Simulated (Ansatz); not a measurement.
Basis-set extrapolation for CH4FN3Si, SMILES `N=C1N[Si]1(N)F` (PBE0-D4/def2-TZVP geometry, frozen core, Ansatz 0.2.0). Multiplicity 1, RHF reference.

```csv
,def2-TZVPP,def2-QZVPP
HF,-592.130238,-592.154123
MP2 correlation,-1.129940,-1.217906
CCSD(T) correlation,-1.195950,not run
```

Energies in hartree. Use E(X) = E(∞) + A·exp(−7.88·√X) for Hartree–Fock and E(X) = E(∞) + B·X^(−2.97) for correlation, with X = 3 and 4, and add CCSD(T) minus MP2 of the smaller set to the MP2 limit.

What is the CCSD(T) energy at the basis-set limit?

HF limit: -592.154123 + (-0.023885) × 0.13774 = -592.15741. MP2 limit: -1.217906 + (-0.087966) × 0.74074 = -1.28307. Higher-order term: -1.195950 − (-1.129940) = -0.06601. Total: -593.50649 hartree, 4.91 eV below CCSD(T)/def2-TZVPP.
